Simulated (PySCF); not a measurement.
Mapped SMILES: `[CH3:1][CH2:2][As:3]([CH2:4][CH3:5])[CH2:6][CH3:7]` (H(Xn): hydrogen on atom n).

Geometry: PBE0-D3(BJ)/def2-SVP; GIAO absolute shieldings from PySCF 2.14, gas phase, non-relativistic, averaged over equivalent atoms.

At PBE0/pcSseg-1 (218 basis functions, 34 s wall time on 1 thread of an Arm Neoverse V2, shared host):
```
            atoms  σ (ppm)
         C2/C4/C6    157.8
         C1/C5/C7    170.6
              As3   1380.8
H(C1)/H(C5)/H(C7)    30.09
H(C2)/H(C4)/H(C6)    30.14
```

Predict the values at PBE/pcSseg-1 on the same geometry.

Answers


```tsv
atoms	σ at PBE/pcSseg-1	change
C2/C4/C6	150.2	-7.6
C1/C5/C7	165.8	-4.8
As3	1304.0	-76.8
H(C1)/H(C5)/H(C7)	30.00	-0.09
H(C2)/H(C4)/H(C6)	29.96	-0.18
```

The largest change is at As3 (arsenic bonded to 3 C). Cost: 218 basis functions, 44 s wall time on 1 thread of an Arm Neoverse V2, shared host.

Relativistic effects, spin–orbit coupling among them, are left out; they matter for As and for the light atoms bonded to it.
